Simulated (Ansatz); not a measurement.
# Nudged elastic band run: AsH7SSi2

The input (input.yaml):

```yaml
crystal:
  periodic: [false, false, false]
  atoms:
    - { symbol: Si, position_ang: [-0.919403, 1.632073, -0.12058] }
    - { symbol: Si, position_ang: [0.060593, -0.072279, 1.194682] }
    - { symbol: As, position_ang: [1.608043, -1.521814, 0.027] }
    - { symbol: S, position_ang: [0.216959, -2.009112, -1.745182] }
    - { symbol: H, position_ang: [-1.677892, 1.041123, -1.278413] }
    - { symbol: H, position_ang: [-1.867376, 2.457033, 0.71423] }
    - { symbol: H, position_ang: [0.165096, 2.53497, -0.652234] }
    - { symbol: H, position_ang: [-0.993336, -0.974286, 1.785015] }
    - { symbol: H, position_ang: [0.829221, 0.551403, 2.338321] }
    - { symbol: H, position_ang: [2.309014, -0.340792, -0.681371] }
    - { symbol: H, position_ang: [0.33448, -3.35522, -1.560867] }
basis:
  gaussian: { orbitals: def2-SVP }
hamiltonian:
  xc: revpbe
neb:
  order_check: false
  images: 7
  f_tol: 0.05
  max_iterations: 60
  final_atoms:
    - { symbol: Si, position_ang: [-0.98275063, 1.72909054, -0.19937487] }
    - { symbol: Si, position_ang: [-0.94942099, -0.1873496, 1.26872337] }
    - { symbol: As, position_ang: [1.03745131, -1.09187901, 0.20402223] }
    - { symbol: S, position_ang: [0.61361199, -2.49702221, -1.51285217] }
    - { symbol: H, position_ang: [-1.50758807, 1.35689466, -1.56776882] }
    - { symbol: H, position_ang: [-1.95969285, 2.72111946, 0.38984263] }
    - { symbol: H, position_ang: [0.3217461, 2.46730162, -0.41647319] }
    - { symbol: H, position_ang: [1.89477155, -1.93913587, 1.15393951] }
    - { symbol: H, position_ang: [0.07156959, 0.42665728, 2.25973737] }
    - { symbol: H, position_ang: [2.1890008, -0.33220473, -0.47978647] }
    - { symbol: H, position_ang: [-0.6632998, -2.71037314, -1.07940858] }
  initial_path:
    images:
      - { positions_ang: [[-0.919403, 1.632073, -0.12058], [0.060593, -0.072279, 1.194682], [1.608043, -1.521814, 0.027], [0.216959, -2.009112, -1.745182], [-1.677892, 1.041123, -1.278413], [-1.867376, 2.457033, 0.71423], [0.165096, 2.53497, -0.652234], [-0.993336, -0.974286, 1.785015], [0.829221, 0.551403, 2.338321], [2.309014, -0.340792, -0.681371], [0.33448, -3.35522, -1.560867]] }
      - { positions_ang: [[-0.88968631, 1.60351079, -0.14185176], [0.00532214, -0.07543382, 1.1761173], [1.58017268, -1.46696216, 0.03873662], [0.23078742, -1.97103804, -1.72180091], [-1.60738265, 1.02677459, -1.32749597], [-1.87060063, 2.43504449, 0.65056295], [0.2045654, 2.50910901, -0.62583456], [-0.67052138, -1.1843652, 1.66758238], [0.71369175, 0.54429012, 2.35526493], [2.25320082, -0.26590702, -0.66621564], [0.11584976, -3.21192376, -1.38446434]] }
      - { positions_ang: [[-0.85996963, 1.57494858, -0.16312353], [-0.04994872, -0.07858864, 1.15755259], [1.55230236, -1.41211031, 0.05047324], [0.24461584, -1.93296407, -1.69841982], [-1.5368733, 1.01242618, -1.37657894], [-1.87382526, 2.41305598, 0.5868959], [0.24403481, 2.48324801, -0.59943513], [-0.34770677, -1.39444441, 1.55014977], [0.59816251, 0.53717724, 2.37220887], [2.19738765, -0.19102203, -0.65106029], [-0.10278049, -3.06862752, -1.20806167]] }
      - { positions_ang: [[-0.83025294, 1.54638636, -0.18439529], [-0.10521958, -0.08174346, 1.13898789], [1.52443204, -1.35725847, 0.06220986], [0.25844426, -1.89489011, -1.67503872], [-1.46636395, 0.99807777, -1.42566192], [-1.87704989, 2.39106747, 0.52322885], [0.28350421, 2.45738702, -0.57303569], [-0.02489215, -1.60452361, 1.43271715], [0.48263326, 0.53006436, 2.3891528], [2.14157447, -0.11613705, -0.63590493], [-0.32141073, -2.92533128, -1.03165901]] }
      - { positions_ang: [[-0.80053625, 1.51782415, -0.20566705], [-0.16049044, -0.08489827, 1.12042318], [1.49656171, -1.30240663, 0.07394648], [0.27227268, -1.85681614, -1.65165763], [-1.39585461, 0.98372936, -1.47474489], [-1.88027452, 2.36907895, 0.4595618], [0.32297361, 2.43152602, -0.54663625], [0.29792247, -1.81460282, 1.31528454], [0.36710401, 0.52295148, 2.40609673], [2.08576129, -0.04125207, -0.62074958], [-0.54004097, -2.78203504, -0.85525634]] }
      - { positions_ang: [[-0.84608985, 1.57064075, -0.20409401], [-0.35772308, -0.11051111, 1.15749823], [1.38178411, -1.24977472, 0.10646542], [0.35760751, -2.01686766, -1.61695627], [-1.42378797, 1.07702069, -1.49800087], [-1.9001291, 2.45708908, 0.44213201], [0.32266673, 2.44046992, -0.51409549], [0.69713474, -1.84573608, 1.27494828], [0.29322041, 0.49887793, 2.36950689], [2.11157117, -0.11399023, -0.5855088], [-0.57085568, -2.76411957, -0.9112944]] }
      - { positions_ang: [[-0.89164344, 1.62345735, -0.20252096], [-0.55495572, -0.13612394, 1.19457328], [1.26700651, -1.19714282, 0.13898435], [0.44294234, -2.17691917, -1.5822549], [-1.45172134, 1.17031201, -1.52125685], [-1.91998368, 2.54509921, 0.42470222], [0.32235986, 2.44941382, -0.48155472], [1.09634701, -1.87686935, 1.23461202], [0.2193368, 0.47480438, 2.33291705], [2.13738105, -0.1867284, -0.55026803], [-0.60167039, -2.74620409, -0.96733246]] }
      - { positions_ang: [[-0.93719704, 1.67627395, -0.20094792], [-0.75218835, -0.16173677, 1.23164832], [1.15222891, -1.14451092, 0.17150329], [0.52827716, -2.33697069, -1.54755353], [-1.4796547, 1.26360334, -1.54451284], [-1.93983827, 2.63310934, 0.40727242], [0.32205298, 2.45835772, -0.44901396], [1.49555928, -1.90800261, 1.19427577], [0.1454532, 0.45073083, 2.29632721], [2.16319092, -0.25946657, -0.51502725], [-0.63248509, -2.72828861, -1.02337052]] }
      - { positions_ang: [[-0.98275063, 1.72909054, -0.19937487], [-0.94942099, -0.1873496, 1.26872337], [1.03745131, -1.09187901, 0.20402223], [0.61361199, -2.49702221, -1.51285217], [-1.50758807, 1.35689466, -1.56776882], [-1.95969285, 2.72111946, 0.38984263], [0.3217461, 2.46730162, -0.41647319], [1.89477155, -1.93913587, 1.15393951], [0.07156959, 0.42665728, 2.25973737], [2.1890008, -0.33220473, -0.47978647], [-0.6632998, -2.71037314, -1.07940858]] }
```

Command:

```bash
$ ansatz run input.yaml --threads 2 --pin off --max-ram 3072MiB --backend cpu --events-out ev --progress --plain --runs-dir out
```

Output, in part (warnings, iteration lines, the closing report on the highest movable image, with atoms numbered from 0):

```
NEB end point (image 0): max|allowed force component| = 1.404e-2 eV/Å (the criterion of neb.relax_end_points is 1.000e-2)
NEB end point (image 8): max|allowed force component| = 1.512e-2 eV/Å (the criterion of neb.relax_end_points is 1.000e-2)
NEB iter   1: max|band force component| = 5.682e0 eV/Å  barrier→ = 4.1204 eV  barrier← = 2.5472 eV  Δτ_max = 0.2000 Å  (244 SCF iters)
NEB iter   2: max|band force component| = 1.629e0 eV/Å  barrier→ = 3.3853 eV  barrier← = 1.8120 eV  Δτ_max = 0.1984 Å  (232 SCF iters)
NEB iter   3: max|band force component| = 6.704e-1 eV/Å  barrier→ = 3.1840 eV  barrier← = 1.6108 eV  Δτ_max = 0.2000 Å  (203 SCF iters)
NEB iter   4: max|band force component| = 5.985e-1 eV/Å  barrier→ = 3.1366 eV  barrier← = 1.5634 eV  Δτ_max = 0.1457 Å  (201 SCF iters)
NEB iter   5: max|band force component| = 4.371e-1 eV/Å  barrier→ = 3.0698 eV  barrier← = 1.4965 eV  CI = image 5  Δτ_max = 0.1993 Å  (200 SCF iters)
NEB iter   6: max|band force component| = 2.295e-1 eV/Å  barrier→ = 3.0137 eV  barrier← = 1.4405 eV  CI = image 5  Δτ_max = 0.1997 Å  (200 SCF iters)
NEB iter   7: max|band force component| = 2.820e-1 eV/Å  barrier→ = 2.9624 eV  barrier← = 1.3892 eV  CI = image 5  Δτ_max = 0.1001 Å  (195 SCF iters)
NEB iter   8: max|band force component| = 1.936e-1 eV/Å  barrier→ = 2.9415 eV  barrier← = 1.3683 eV  CI = image 5  Δτ_max = 0.1993 Å  (198 SCF iters)
NEB iter   9: max|band force component| = 2.870e-1 eV/Å  barrier→ = 2.9205 eV  barrier← = 1.3472 eV  CI = image 5  Δτ_max = 0.1007 Å  (202 SCF iters)
NEB iter  10: max|band force component| = 2.011e-1 eV/Å  barrier→ = 2.9225 eV  barrier← = 1.3492 eV  CI = image 5  Δτ_max = 0.1003 Å  (197 SCF iters)
NEB iter  11: max|band force component| = 8.851e-2 eV/Å  barrier→ = 2.9178 eV  barrier← = 1.3445 eV  CI = image 5  Δτ_max = 0.0485 Å  (200 SCF iters)
NEB iter  12: max|band force component| = 3.808e-2 eV/Å  barrier→ = 2.9168 eV  barrier← = 1.3436 eV  CI = image 5  Δτ_max = 0.0307 Å  (205 SCF iters)
NEB iter  13: max|band force component| = 7.586e-2 eV/Å  barrier→ = 2.9165 eV  barrier← = 1.3433 eV  CI = image 5  Δτ_max = 0.0784 Å  (29 SCF iters)
NEB iter  14: max|band force component| = 1.051e-1 eV/Å  barrier→ = 2.9161 eV  barrier← = 1.3429 eV  CI = image 5  Δτ_max = 0.0368 Å  (204 SCF iters)
NEB iter  15: max|band force component| = 2.280e-2 eV/Å  barrier→ = 2.9160 eV  barrier← = 1.3428 eV  CI = image 5  Δτ_max = 0.0000 Å  (374 SCF iters)
Total energy: -87517.55745572 eV, -3216.2109149665 hartree
Atom 0 at    -1.204610     1.927065    -0.157473 Å, force    -0.003871     0.009358    -0.002039 eV/Å
Atom 1 at    -0.329207    -0.023374     0.937795 Å, force    -0.001017    -0.012577     0.000590 eV/Å
Atom 2 at     1.504738    -1.290449     0.130610 Å, force     0.006209     0.007255     0.004543 eV/Å
Atom 3 at     0.844720    -2.639186    -1.559988 Å, force    -0.003091    -0.007780    -0.006498 eV/Å
Atom 4 at    -1.943873     1.527571    -1.408646 Å, force    -0.000484     0.002322    -0.001850 eV/Å
Atom 5 at    -2.175003     2.634965     0.757248 Å, force     0.000881    -0.003233    -0.000249 eV/Å
Atom 6 at    -0.110472     2.895959    -0.540436 Å, force     0.000779     0.001291     0.002090 eV/Å
Atom 7 at     0.502611    -1.825326     1.383311 Å, force    -0.001226     0.003322     0.001269 eV/Å
Atom 8 at     0.477047     0.517996     2.115305 Å, force     0.002801     0.002121     0.000318 eV/Å
Atom 9 at     2.949314    -1.101001    -0.514627 Å, force    -0.002493    -0.001259     0.000749 eV/Å
Atom 10 at    -0.449866    -2.681119    -1.122498 Å, force     0.001513    -0.000820     0.001077 eV/Å
Dipole moment:     0.071700    -0.034933     0.046826 e Å
```

The forces met the threshold. The band force fell under the threshold earlier too, but the program's further tests of the path sent the band on. Neighbouring images differ by up to 1.2 eV, so the band resolves the path poorly. A vibrational analysis at the climbing image gives one clearly imaginary mode, 939i cm⁻¹: a first-order saddle point. The orbitals stay closed-shell, which can raise the energy where a bond breaks towards radicals; this wasn't checked here.

Final band (atoms are numbered from 1 in the order of the input):

```
image  path coordinate (Å)  energy (eV)  Si2–H8 (Å)  As3–H8 (Å)
    0                 0.00         0.00        1.51        3.19
    1                 0.71         0.02        1.51        3.14
    2                 1.42         0.13        1.51        3.02
    3                 2.13         0.54        1.52        2.67
    4                 2.84         1.75        1.61        2.13
    5                 3.55         2.92        2.03        1.69
    6                 4.45         1.93        2.78        1.53
    7                 5.35         1.63        3.21        1.53
    8                 6.25         1.57        3.34        1.53
```

The run took 4.1 min on 2 threads of Arm Neoverse V2, on a shared host, peak memory 0.17 GiB.
